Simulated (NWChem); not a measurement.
Program: NWChem. System: BF, charge 0, spin multiplicity 1, at a geometry optimised with B3LYP/def2-SVP. The structure started from a generated list of species. Level: TD-B3LYP/6-31G* (spherical d), VWN1-RPA local correlation.

Job file:

```
start mol
memory heap 200 mb stack 900 mb global 1100 mb
geometry units angstroms nocenter noautoz noautosym
  B      0.000000     0.000000    -0.812271
  F      0.000000     0.000000     0.451262
end
basis spherical
  * library 6-31g*
end
dft
  xc b3lyp
  semidirect memsize 60000000 filesize 0
  iterations 100
end
tddft
  rpa
  nroots 10
  notriplet
end
task tddft energy
```

NWChem printed:

```
             Northwest Computational Chemistry Package (NWChem) 7.3.0
             --------------------------------------------------------

                                NWChem Input Module
                                -------------------

 Scaling coordinates for geometry "geometry" by  1.889725989
 (inverse scale =  0.529177249)

                             Geometry "geometry" -> ""
                             -------------------------

 Output coordinates in angstroms (scale by  1.889725989 to convert to a.u.)

  No.       Tag          Charge          X              Y              Z
 ---- ---------------- ---------- -------------- -------------- --------------
    1 B                    5.0000     0.00000000     0.00000000    -0.81227100
    2 F                    9.0000     0.00000000     0.00000000     0.45126200

 Effective nuclear repulsion energy (a.u.)      18.8463429170

            Nuclear Dipole moment (a.u.)
            ----------------------------
        X                 Y               Z
 ---------------- ---------------- ----------------
     0.0000000000     0.0000000000     0.0000056692


 Summary of "ao basis" -> "" (spherical)
 ------------------------------------------------------------------------------
       Tag                 Description            Shells   Functions and Types
 ---------------- ------------------------------  ------  ---------------------
 *                           6-31g*                   on all atoms

                                 NWChem DFT Module
                                 -----------------

 Summary of "ao basis" -> "ao basis" (spherical)
 ------------------------------------------------------------------------------
       Tag                 Description            Shells   Functions and Types
 ---------------- ------------------------------  ------  ---------------------
 B                           6-31g*                  6       14   3s2p1d
 F                           6-31g*                  6       14   3s2p1d

 Summary of "ao basis" -> "ao basis" (spherical)
 ------------------------------------------------------------------------------
[...]
  ----------------------------------------------------------------------------
     Transition Moments    X -0.35959   Y  0.32960   Z  0.00000
     Transition Moments   XX -0.00000  XY -0.00000  XZ  0.43926
     Transition Moments   YY -0.00000  YZ -0.40264  ZZ -0.00000
     Dipole Oscillator Strength                    0.0835898989
     Electric Quadrupole                           0.0000002767
     Magnetic Dipole                               0.0000006390
     Total Oscillator Strength                     0.0835908145

          sigma_e =   1.2910 Angstrom
          sigma_h =   0.7686 Angstrom
         |d_h->e| =   1.1610 Angstrom
            d_exc =   1.8994 Angstrom
            d_CD1 =   1.6834 Angstrom
            d_CD2 =   0.1313 Angstrom
            d_CD3 =   3.0604 Angstrom
     Pearson C.C. =  -0.0012

     Occ.    4  a   ---  Virt.    8  a    0.98922 X
     Occ.    4  a   ---  Virt.    9  a   -0.09771 X
     Occ.    5  a   ---  Virt.   10  a    0.05460 X
     Occ.    7  a   ---  Virt.    8  a   -0.08451 X
  ----------------------------------------------------------------------------
  Root   9 singlet a              0.531498205 a.u.               14.4628 eV
  ----------------------------------------------------------------------------
     Transition Moments    X -0.00000   Y  0.00000   Z -1.17937
     Transition Moments   XX  0.58014  XY -0.00000  XZ  0.00000
     Transition Moments   YY  0.58014  YZ -0.00000  ZZ  1.89140
     Dipole Oscillator Strength                    0.4928452431
     Electric Quadrupole                           0.0000004582
     Magnetic Dipole                               0.0000000000
     Total Oscillator Strength                     0.4928457014

          sigma_e =   1.3829 Angstrom
          sigma_h =   0.8783 Angstrom
         |d_h->e| =   1.0338 Angstrom
            d_exc =   1.9310 Angstrom
            d_CD1 =   1.5383 Angstrom
            d_CD2 =  -0.0968 Angstrom
            d_CD3 =   2.9648 Angstrom
     Pearson C.C. =   0.0098

     Occ.    4  a   ---  Virt.   10  a   -0.09174 X
     Occ.    4  a   ---  Virt.   14  a   -0.12028 X
     Occ.    5  a   ---  Virt.    8  a   -0.67359 X
     Occ.    5  a   ---  Virt.    8  a    0.07268 Y
     Occ.    6  a   ---  Virt.    9  a   -0.67359 X
     Occ.    6  a   ---  Virt.    9  a    0.07268 Y
     Occ.    7  a   ---  Virt.   10  a    0.23181 X
     Occ.    7  a   ---  Virt.   13  a    0.09805 X
     Occ.    7  a   ---  Virt.   14  a   -0.11356 X
  ----------------------------------------------------------------------------
  Root  10 singlet a              0.605578019 a.u.               16.4786 eV
  ----------------------------------------------------------------------------
     Transition Moments    X -0.46806   Y  0.47487   Z -0.00000
     Transition Moments   XX  0.00000  XY -0.00000  XZ  0.94545
     Transition Moments   YY  0.00000  YZ -0.95921  ZZ  0.00000
     Dipole Oscillator Strength                    0.1794838977
     Electric Quadrupole                           0.0000021452
     Magnetic Dipole                               0.0000012689
     Total Oscillator Strength                     0.1794873118

          sigma_e =   1.5853 Angstrom
          sigma_h =   1.1074 Angstrom
         |d_h->e| =   0.3528 Angstrom
            d_exc =   1.9626 Angstrom
            d_CD1 =   0.8308 Angstrom
            d_CD2 =  -0.9935 Angstrom
            d_CD3 =   2.3154 Angstrom
     Pearson C.C. =   0.0034

     Occ.    5  a   ---  Virt.   10  a   -0.07071 X
     Occ.    7  a   ---  Virt.   11  a   -0.99650 X

              Target root =      1
          Target symmetry = none
      Ground state energy =   -124.656137629401
        Excitation energy =      0.237839719582
     Excited state energy =   -124.418297909819

  stored tddft:energy   -124.41829790981930

 Task  times  cpu:        4.7s     wall:        4.7s

 Total times  cpu:        4.7s     wall:        4.7s
```
